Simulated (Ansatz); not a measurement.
Ga7P6H20, a cluster cut from zinc blende GaP (hydrogen-capped). Total charge 0; doublet. Geometry PBE-D4/def2-SVP, that of the charge -1 singlet; atoms count from 1.

```xyz
33

Ga   -0.655   -3.158    1.952
Ga    0.798    1.766   -3.917
Ga    2.332   -0.839    0.056
Ga   -1.164   -1.220   -1.446
Ga   -3.035    0.146    1.741
Ga    0.022    2.196    0.335
Ga    0.525    0.242    3.725
P     0.180   -0.499   -3.369
P     0.407   -2.276   -0.048
P    -1.321   -1.061    2.915
P     1.274    2.650   -1.726
P     1.485    0.826    1.569
P    -1.756    0.740   -0.248
H     0.469   -3.849    2.838
H    -1.923   -3.992    1.471
H    -0.547    2.474   -4.378
H     2.100    1.784   -4.820
H     3.601   -1.587    0.646
H     2.468   -0.136   -1.382
H    -2.389   -2.024   -2.043
H    -4.196   -0.835    1.273
H    -3.384    1.504    2.492
H    -0.433    3.605    0.892
H     1.570   -0.680    4.490
H     0.020    1.599    4.386
H     1.337   -1.331   -3.468
H    -0.498   -0.972   -4.541
H     0.812   -3.399   -0.845
H    -1.996   -1.455    4.119
H     2.672    2.510   -1.466
H     1.255    4.073   -1.910
H     2.587    1.710    1.819
H    -2.618    1.490   -1.114
```

Single mean-field runs in def2-TZVP are fitted with def2-universal-jkfit.

Problem. Estimate the Mulliken populations of the heavy atoms from the PBE0/def2-TZVP orbitals of Ansatz.

Solution. 
```
atom  charge (e)  spin (α − β)
 Ga1        0.21          0.05
 Ga2        0.19          0.00
 Ga3        0.19          0.00
 Ga4        0.28          0.01
 Ga5        0.19          0.02
 Ga6        0.28          0.01
 Ga7        0.20          0.03
  P8       -0.27          0.03
  P9       -0.35          0.07
 P10       -0.32          0.24
 P11       -0.27          0.04
 P12       -0.34          0.09
 P13       -0.36          0.01
```
Mulliken values depend strongly on the basis.

Problem. Where does the spin sit?

Solution. Summed by element: Ga 0.12, P 0.48, H 0.40, of 1 unpaired in all. Largest on single atoms: P10 0.24, P12 0.09, H14 0.07.

Problem. And the Mayer bond orders between heavy atoms (over 0.3)?

Solution. Ga1–P9 0.68 (2.43 Å); Ga1–P10 0.65 (2.40 Å); Ga2–P8 0.70 (2.41 Å); Ga2–P11 0.69 (2.41 Å); Ga3–P9 0.72 (2.40 Å); Ga3–P12 0.73 (2.40 Å); Ga4–P8 0.65 (2.45 Å); Ga4–P9 0.81 (2.35 Å); Ga4–P13 0.80 (2.37 Å); Ga5–P10 0.69 (2.40 Å); Ga5–P13 0.68 (2.44 Å); Ga6–P11 0.65 (2.45 Å); Ga6–P12 0.80 (2.35 Å); Ga6–P13 0.80 (2.37 Å); Ga7–P10 0.72 (2.40 Å); Ga7–P12 0.66 (2.43 Å).
